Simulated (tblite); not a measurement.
C5H5FN3 (charge -1).
Cartesian coordinates in Å at the GFN2-xTB level; atoms count from 1:
```xyz
14
C5H5FN3 angstrom
C      2.6538   -0.4100    0.1347
N      1.4162    0.2701   -0.1351
C      0.3277   -0.3425    0.1387
C     -0.9639    0.1925   -0.0700
C     -1.4136    1.4299   -0.5854
N     -2.7308    1.4918   -0.5949
N     -3.2305    0.3320   -0.1002
C     -2.2045   -0.4233    0.2049
F     -2.3696   -1.6692    0.7316
H      2.7656   -0.6650    1.1984
H      2.7477   -1.3442   -0.4373
H      3.4766    0.2505   -0.1489
H      0.3391   -1.3634    0.5698
H     -0.8146    2.2504   -0.9383
```

Computed with GFN2-xTB (tblite): harmonic, unscaled wavenumbers at the GFN2-xTB geometry, gas phase. Errors from tens to a few hundred cm⁻¹ against measured bands are possible. One conformer, not necessarily the lowest. The optimisation stopped once no atom felt more than 0.01 eV/Å.

Lowest wavenumbers of the output (negative numbers stand for imaginary wavenumbers):
```
mode    cm-1
  1    -166.4
  2     108.9
  3     112.2
  4     149.3
  5     270.7
  6     291.3
  7     353.5
  8     377.2
  9     521.7
 10     624.7
```

**Question.** Is this structure a minimum?

**Answer.** No. 1 mode is imaginary beyond 20i (166i cm⁻¹), so at this level the point lies at or near a first-order saddle.

**Question.** Which atoms move in the imaginary mode?

**Answer.** 166i: H11 (methyl hydrogen) 31 %, H10 (methyl hydrogen) 31 %, H12 (methyl hydrogen) 28 %. These are shares of the mass-weighted motion.

**Question.** What is the remedy?

**Answer.** Step along that mode in both directions, optimise again with tighter thresholds and repeat the frequencies. The zero-point energy of this point (60.0 kcal/mol) counts the 35 real modes alone, and thermal corrections from it aren't those of a minimum.
